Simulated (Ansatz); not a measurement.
HCl₃HfO, charge -1, doublet, at a GFN2-xTB geometry (such geometries of metal compounds can be far from the true shape) (the multiplicity is a formal guess) (core potentials on Hf) (a gas-phase anion, which may not be bound at this level); REVPBE/def2-SVP run with Ansatz (a quantum-chemistry and plane-wave program).

The Ansatz input:
Ansatz 0.2 input:
```yaml
crystal:
  periodic: [false, false, false]
  atoms:
    - {symbol: Hf, position_ang: [-0.13728403, 0.09893992, 0.02964004]}
    - {symbol: Cl, position_ang: [1.93657247, 0.72050589, -0.74415034]}
    - {symbol: Cl, position_ang: [0.44231920, -0.22902000, 2.22945528]}
    - {symbol: Cl, position_ang: [-0.79789979, -1.35116414, -1.66772843]}
    - {symbol: O, position_ang: [-1.81935876, 0.89921023, 0.15511059]}
    - {symbol: H, position_ang: [-2.43754201, 0.29717480, -0.27376852]}
basis:
  gaussian:
    orbitals: def2-SVP
hamiltonian:
  xc: revpbe
total_charge: -1
magnetization: {spin_polarized: true, initial_magnetization: 1}
```

**Question.** What does Ansatz print? Leave out banner, timings and long lists.

**Answer.** 
```
Functional definition: revPBE
1100 factors; their error is unknown
mean field evaluation 1: about -40923.9472 eV, gradient 2.7e1 eV
mean field evaluation 2: about -40899.0900 eV, gradient 8.3e1 eV
mean field evaluation 4: about -40926.3799 eV, gradient 6.7e0 eV
mean field evaluation 8: about -40926.5481 eV, gradient 2.3e-1 eV
mean field evaluation 16: about -40926.5482 eV, gradient 8.4e-5 eV
mean field -40926.54817570 eV, -1504.0229044464 hartree, gradient 2.0e-5 eV, S^2 0.751773; 0 other end points of the search recorded, 0 dependent functions left out
reference -40926.54825215 eV, -1504.0229072556 hartree; 37, 36 occupied and 68, 69 virtual orbitals, 1100 factors
Total energy: -40926.54825215 eV, -1504.0229072556 hartree
```
